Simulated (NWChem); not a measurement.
# N2H3, doublet; SMILES [NH]N

```xyz
5

N     -0.1210    -0.7521     0.0073
N     -0.0142     0.5764    -0.0631
H      0.8402    -1.1105    -0.0476
H      0.8351     1.0573     0.2311
H     -0.8673     1.0759     0.1664
```
Atoms are numbered in this order, from 1.

Computed with NWChem. Spin-unrestricted. All runs use the structure optimised with PBE0/def2-SVP, spin-unrestricted. No stability test was run on the SCF state. Solvent water, SMD (1 M gas to 1 M solution), gas-phase geometry. Reactions with the solvent are ignored.

Task: Among these, which level gives the lowest value of “dipole in solution (D)”?
A. M06-2X/def2-SVPD
B. M06-2X/STO-3G
C. M06-2X/def2-TZVPD
D. M06-2X/def2-TZVPP

Result: B, M06-2X/STO-3G. Values: M06-2X/STO-3G 2.73; M06-2X/def2-SVPD 3.48; M06-2X/def2-TZVPP 3.49; M06-2X/def2-TZVPD 3.50
